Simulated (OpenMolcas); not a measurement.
W4+: ligand-field states by method

W4+ with its 6 nearest fluoride ions at 1.912 Å, on the Ge site of Cs2GeF6 (a = 9.021 Å, distance in the model lattice 1.804 Å). The rest of the host is ab initio model potentials to 7.6 Å and point charges beyond; the distance is set by hand and nothing relaxes. Ligand basis ANO-RCC-VDZP.
```
W     0.0000    0.0000    0.0000
F     1.9120    0.0000    0.0000
F     0.0000    1.9120    0.0000
F    -1.9120    0.0000    0.0000
F     0.0000   -1.9120    0.0000
F     0.0000    0.0000    1.9120
F     0.0000    0.0000   -1.9120
```

```json
{"Program": "OpenMolcas 26.06", "Basis": "ANO-RCC-VDZP [7s6p4d2f1g]", "Scalar Hamiltonian": "DKH2, point nucleus", "Active space": "2 electrons in 5 orbitals (5d)", "State averaging": "2S+1 = 3 even, 10 roots; 2S+1 = 1 even, 15 roots", "Spin-orbit coupling": "RASSI with atomic mean-field integrals over the reference wave functions"}
```

I. CASSCF
II. SS-CASPT2, IPEA 0.25 Eh, imaginary shift 0.1 Eh (the lowest 17 gerade and 15 ungerade orbitals frozen, chosen by energy and not by shell, so the metal 5p can be frozen and 4f correlated)

Spin-free states (labels of O, the rotations of Oh) in cm-1, each column counted from its own energy of the first state listed:

```
State  Degeneracy       I     II
  3T1           3       0      0
  1T2           3    9553   8120
   1E           2    9645   8140
  1A1           1   22589  19290
  3T2           3   40804  40050
  3T1           3   49196  46980
  1T2           3   51034  48360
  1T1           3   53760  50610
  3A2           1   83011  81630
   1E           2   93862  89280
  1A1           1  105501  98550
```

From I to II, I's first state of the same spin (3T2) moves from 40804 to 40050 cm-1, by about -760 cm-1.

From I to II, I's first state of another spin (1T2) moves from 9553 to 8120 cm-1, by about -1400 cm-1.

χT at 300 K: I 0.16, II 0.15 cm3 K/mol.

The states above are spin-free; spin-orbit coupling is strong here and shifts and splits them by thousands of cm-1.

Roots that are degenerate in the reference are averaged as groups; the widest CASPT2 spread within a group is 400 cm-1 (the 3-fold group of multiplicity 1 near 50600 cm-1 above the lowest state of its run, II). Shifts and gaps below about the spread of the groups concerned are not significant. Over all roots computed the reference weight is 0.72 to 0.73 in II; a low but even weight reflects the number of correlated electrons. An orbital triplet at a regular site is open to Jahn-Teller coupling, which can distort the site and quench the lowest spin-orbit gaps and is left out. The least metal-like active orbital is 74 % on the metal (Löwdin) and no ligand orbital is active, so the numbers are rough. Ligand-to-metal charge-transfer states are missing. With no ligand orbital active B as a rule stays too high, so bands that hang on it stand too high and its fall with covalency is understated. Without dynamic correlation the repulsion within the d shell is too large (B by tens of per cent), so at a given field states of lower spin stand too high (holds for I). With metal d orbitals alone the field can be off either way by tens of per cent (holds for I). With one d shell and no ligand orbital active, 10Dq can be off by a tenth or more (holds for II). No measured value stands beside these numbers; the geometry was set by hand and not optimised.
